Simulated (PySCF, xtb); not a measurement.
C₅H₃F, SMILES C#CC(F)=C=C.

GFN2-xTB in xtb 6.7.1 at its own geometry gives an orbital gap of 4.14 eV and a dipole moment of 2.61 D.

Geometry: B3LYP-D3(BJ)/def2-SVP. This is a generated structure with no PubChem entry under its InChIKey; it may be hypothetical.

Task: What does PBE/def2-TZVP in PySCF give? (An estimate is asked for; the answer gives what the named calculation found.)

Result: gap 3.85 eV (levels -6.01 and -2.16 eV), dipole 1.85 D.
